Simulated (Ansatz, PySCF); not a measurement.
CH6O2SeSi (SMILES C[Si](O)(O)[SeH]), singlet, geometry from GFN2-xTB. Base run: CASSCF(4,4)/STO-3G (PySCF).

PySCF was given this input:
```python
from pyscf import gto, scf, mcscf
import numpy

mol = gto.Mole()
mol.atom = '''
    C     2.290361   -0.007370   -0.374175
    Si    0.558702   -0.671504   -0.006738
    O    -0.021605   -1.758948   -1.063470
    O     0.632502   -1.385841    1.437354
    Se   -0.993089    1.051903   -0.000751
    H     2.970347   -0.827354   -0.576008
    H     2.677377    0.545651    0.474142
    H     2.289903    0.654744   -1.234381
    H    -0.267465   -1.501753   -1.947900
    H    -0.090390   -1.920461    1.758506
    H    -0.265904    1.888055    0.899476
'''
mol.basis = 'sto-3g'
mol.charge = 0
mol.spin = 0
mol.verbose = 4
mol.build()

mf = scf.RHF(mol)
mf.kernel()
mc = mcscf.CASSCF(mf, 4, 4)
mc.fix_spin_(ss=0.0)
mc.kernel()
occ = numpy.linalg.eigvalsh(mc.fcisolver.make_rdm1(mc.ci, mc.ncas, mc.nelecas))[::-1]
ss = mc.fcisolver.spin_square(mc.ci, mc.ncas, mc.nelecas)[0]
print('natural occupations', occ.round(4), ' <S^2>', round(ss, 4))
```

Programs used: Ansatz (a program for electronic structure), PySCF; a row that names a program was run with it.

Each row names what was changed in the base input (with any setting that the change needs).

| change | ΔE vs base (mEh) | natural occupations | <S^2> of the state |
|---|---|---|---|
| base | 0.000 | 1.98 1.97 0.03 0.02 | 0.00 |
| code = ansatz; correction = SC-NEVPT2, all electrons | -153.1 | - | - |
| conv_tol = 1e-5 | 15.532 | 2.00 1.98 0.02 0.00 | 0.00 |
| active space = 8 electrons, 7 orbitals | -16.356 | 2.00 1.98 1.98 1.97 0.03 0.02 0.01 | 0.00 |
| orbitals = fixed (CASCI) | 21.998 | 2.00 1.99 0.01 0.00 | 0.00 |
| state_average = 2 states | 18.359 | - | - |
| active space = 6 electrons, 5 orbitals | 1.815 | 2.00 1.98 1.98 0.02 0.01 | 0.00 |
| code = ansatz | 0.020 | - | - |
| correction = SC-NEVPT2 | -153.1 | 1.98 1.97 0.03 0.02 | 0.00 |
| start = MP2 natural orbitals | 2.042 | 1.99 1.98 0.02 0.01 | 0.00 |
| active space = 6 electrons, 8 orbitals | -15.288 | 1.98 1.98 1.97 0.03 0.02 0.01 0.00 0.00 | 0.00 |

Active orbitals are taken around the Fermi level unless the row says otherwise; CASSCF can end in different local minima, and two programs can end on different orbitals. State-averaged rows give the lowest state.
